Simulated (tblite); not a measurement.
Compound: C5H5FOS (charge +1 and doublet state).
Z-matrix (Å and degrees, GFN2-xTB geometry), rows numbered from 1:
```
O 
C   1  1.1991
C   2  1.4944  1  121.78
C   3  1.5371  2  107.90  1   -14.36
C   4  1.4943  3  110.01  2    38.78
F   5  1.3271  4  115.29  3    57.33
C   5  1.3485  4  124.50  3  -137.46
S   7  1.5318  5  175.06  4    94.04
H   2  1.0999  1  121.95  3   178.19
H   3  1.0960  2  106.51  1   105.61
H   3  1.0900  2  111.77  1  -137.64
H   4  1.0954  3  109.01  2   157.56
H   4  1.0903  3  110.88  2   -82.66
```

Computed with GFN2-xTB (tblite): harmonic, unscaled wavenumbers at the GFN2-xTB geometry, gas phase. Against measured fundamentals such values can be off by several per cent, at times by over 20. One conformer, not necessarily the lowest. Open shells enter through the occupations alone, without spin polarisation, and single modes of such species can be off by tens of per cent.

Harmonic wavenumbers (cm⁻¹): 77.0, 94.0, 148.7, 169.1, 242.5, 271.4, 301.1, 356.3, 459.3, 531.1, 643.8, 707.0, 801.4, 869.0, 941.2, 986.4, 1022.4, 1072.3, 1121.2, 1142.1, 1200.6, 1249.1, 1260.6, 1283.1, 1383.9, 1404.7, 1718.1, 1749.4, 2852.3, 2944.4, 2950.1, 3012.1, 3018.1.

A = 3315, B = 1030, C = 973.0 MHz; mass 132.005 u (most abundant isotopes); point group C1, symmetry number 1; spin multiplicity 2.

**Question.** Zero-point energy?

**Answer.** ½Σν̃ = 18992 cm⁻¹ = 227.20 kJ/mol.

**Question.** What is S at 500 K and 1 bar for an ideal gas of classical rigid rotors and harmonic oscillators?

**Answer.** Translation 180.50, rotation 127.62, vibration 152.88, spin (R ln 2) 5.76: S = 466.8 J/(mol K).

**Question.** And Cp and H(500 K) − H(0)?

**Answer.** Cp = 179.93 J/(mol K), of which vibrations give 146.67 (their classical limit is 33 R = 274.4); H(500 K) − H(0) = 56.14 kJ/mol without the zero-point energy, 39.51 from vibrations.

**Question.** Which modes carry the vibrational entropy at 500 K?

**Answer.** 77.0 cm⁻¹: 20.86; 94.0 cm⁻¹: 19.21; 148.7 cm⁻¹: 15.44; 169.1 cm⁻¹: 14.39; 242.5 cm⁻¹: 11.47; 271.4 cm⁻¹: 10.58 J/(mol K); the other 27 give 60.93 together.

**Question.** What must be added to the electronic energy to get the Gibbs energy at 500 K and 1 bar?

**Answer.** ZPE + [H(500 K) − H(0)] − T·S = 227.20 + 56.14 − 233.38 = 49.96 kJ/mol.

Hindered rotation and anharmonicity are outside this model. Other conformers, if any are populated, would add a mixing term that is left out. The structure is chiral; the term R ln 2 for an equal mix with its mirror image is left out.

The run took 0.3 s on an Arm Neoverse V2 with one thread, shared host with 96 logical CPUs at a one-minute load of 42. The figure is for the frequency step alone.
